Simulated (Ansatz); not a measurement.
F₃SV, SMILES `[F][V]([F])([F])=[S]`, relaxed with RKS PBE-D4/def2-SVP in Ansatz from a rough embedded geometry. The force threshold is 0.03 eV/Å; the program also tests the step.

Charge 0, multiplicity 1.

Start:

```xyz
5

F    -1.789    0.147    0.800
V     0.003    0.033    0.005
F     1.248    1.248    0.881
F    -0.121    0.421   -1.851
S     0.659   -1.848    0.165
```

```tsv
step	energy (eV)	largest force (eV/Å)	largest move (Å)
1	-44647.0262	3.504	0.000
2	-44648.4229	1.747	0.158
3	-44648.6467	0.604	0.086
4	-44648.6555	0.276	0.019
5	-44648.6594	0.018	0.014
```

End:

```xyz
5

F    -1.574    0.180    0.714
V    -0.023    0.065   -0.007
F     1.066    1.134    0.774
F    -0.124    0.447   -1.675
S     0.655   -1.825    0.194
```

Run time 6.5 s (4 threads of a server CPU on a shared host); peak host memory 0.15 GiB.
